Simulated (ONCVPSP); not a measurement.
Transferability test, ONCV potential for Os (Z = 76)

ONCVPSP 4.0.1 input, shortened (lines: element, Z, core and valence counts, functional; n l f; lmax; l rc ep ncon nbas qcut; lloc lpopt rc5 dvloc0; l nproj debl; icmod fcfact rcfact), revPBE, scalar-relativistic:

```
  Os 76.00   10    4  -102130      upf
    1    0    2.00
    2    0    2.00
    2    1    6.00
    3    0    2.00
    3    1    6.00
    3    2   10.00
    4    0    2.00
    4    1    6.00
    4    2   10.00
    4    3   14.00
    5    0    2.00
    5    1    6.00
    5    2    6.00
    6    0    1.50
    2
    0    1.80    0.00    4    7    8.50
    1    1.35    0.00    4    8    7.00
    2    2.45    0.00    4    8    6.30
    4    5    1.10    1.00
    0    2    1.50
    1    3    3.80
    2    2    1.80
    1    0.25    0.00
```

Energies are relative to the spin-unpolarised reference configuration 5s2 5p6 5d6 6s1.5; without spin polarisation the order of configurations can differ from experiment.

Task: Give the all-electron excitation energy and the error of the potential for: 5s2 5p6 5d6 6s2; 5s2 5p6 5d6 6s1; 5s2 5p6 5d6 6s0; 5s2 5p6 5d5 6s2.

Result:

```tsv
valence configuration	charge	ΔE all-electron (eV)	error AE − PS (meV)
5s2 5p6 5d6 6s2	0	-3.874	+1.3
5s2 5p6 5d6 6s1	+1	5.614	-2.3
5s2 5p6 5d6 6s0	+2	22.393	-13
5s2 5p6 5d5 6s2	+1	7.151	+6.3
```

Levels in the configuration 5s2 5p6 5d6 6s1:

```json
{"level": "5s", "all-electron (eV)": "-99.516", "pseudo (eV)": "-99.540"}
{"level": "5p", "all-electron (eV)": "-58.849", "pseudo (eV)": "-58.858"}
{"level": "5d", "all-electron (eV)": "-14.072", "pseudo (eV)": "-14.073"}
{"level": "6s", "all-electron (eV)": "-13.031", "pseudo (eV)": "-13.033"}
```

Note: no bound ghost flagged; GHOST(+) flagged for s at 115.6 eV.
